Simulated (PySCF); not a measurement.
Method: PBE0-D3(BJ)/def2-TZVP in PySCF. Gas-phase values, no solvent. 

Reference species (SMILES): `F[C][SiH3]` (lower triplet) (neutral, multiplicity 3).

```json
{
  "highest_occupied_spin_orbital": "-6.53 eV",
  "dipole_moment": "0.89 D"
}
```

Changed species: `F[C]F` (excited triplet) (X = fluoro, multiplicity 3; the reference has X = silyl, multiplicity 3).

What does the change do to the highest occupied spin orbital and dipole moment?

the highest occupied spin orbital rises by 0.39 eV, to -6.14 eV; the dipole moment decreases by 0.54 D, to 0.35 D.
